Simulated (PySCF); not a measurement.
Al(F)(OH)(SMe) (CH₄AlFOS), SMILES [Al]([OH])([S]C)[F].

The structure is a stationary point at B3LYP-D3(BJ)/def2-SVP. The structure was generated by enumeration; whether it is a known compound was not checked. Other conformers were not sampled.

These are TDDFT-PBE/def2-SVPD run with PySCF values and carry that method's errors.

Vertical excitations.  State labels are in the subgroup Cs.

Computed excitation energies, oscillator strengths and character:
```
state  symmetry  energy (eV)  λ (nm)      f                          main pairs
-----  --------  -----------  ------  -----  ----------------------------------
S1           A"         4.50     276  0.020                     HOMO→LUMO 100 %
S2           A"         5.52     225  0.005                    HOMO→LUMO+1 99 %
S3           A'         5.72     217  0.003  HOMO−1→LUMO 55 %, HOMO→LUMO+2 45 %
S4           A'         6.20     200  0.178  HOMO→LUMO+2 50 %, HOMO−1→LUMO 42 %
S5           A"         6.41     194  0.000  HOMO→LUMO+3 59 %, HOMO−2→LUMO 41 %
S6           A"         6.48     191  0.058  HOMO−2→LUMO 57 %, HOMO→LUMO+3 40 %
S7           A'         6.78     183  0.034                    HOMO−3→LUMO 95 %
S8           A"         6.84     181  0.004                    HOMO→LUMO+4 96 %
S9           A'         6.86     181  0.003                  HOMO−1→LUMO+1 95 %
S10          A"         6.96     178  0.012                  HOMO−1→LUMO+2 89 %
T1           A"         4.25     292      0                      HOMO→LUMO 99 %
T2           A"         5.06     245      0                    HOMO→LUMO+1 99 %
T3           A'         5.11     243      0                    HOMO→LUMO+2 90 %
T4           A'         5.54     224      0                    HOMO−1→LUMO 90 %
```
Triplets are in the Tamm–Dancoff approximation, which puts them higher than full response would, so one can lie above its singlet here.
